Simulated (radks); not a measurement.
The numbers below are computed, except where a source is named.
Valence configurations of V I (all share [Ar]). Level of theory: Dirac Kohn-Sham, PBE, spin-unpolarised, spherical densities, point nucleus; open shells fill j = l - 1/2 first (a radial shooting solver on a logarithmic mesh with Libxc functionals). Energies are relative to 3d3 4s2; eigenvalues in eV.

valence,E (eV),e(3d3/2),e(3d5/2),e(4p1/2),e(4s1/2)
3d3 4s2,0.000,-5.182,-,-,-4.698
3d4 4s1,0.572,-2.434,-,-,-3.868
3d3 4s1.5 4p0.5,1.639,-5.861,-,-1.806,-5.129
3d5,2.575,-1.188,-1.141,-,-
3d3 4s1 4p1,3.321,-6.495,-,-2.110,-5.515
3d4 4p1,3.456,-3.625,-,-1.733,-
3d2 4s2 4p1,5.770,-10.627,-,-2.614,-6.543
3d3 4p2,6.798,-7.667,-,-2.647,-
3d1.5 4s2 4p1.5,10.398,-13.687,-,-3.152,-7.421
3d1 4s2 4p2,16.337,-16.928,-,-3.677,-8.275

NIST lists [Ar] 3d3 4s2 as the ground configuration; this level of theory agrees among the configurations tried. The energies are those of spherical spin-averaged densities, not of single terms.
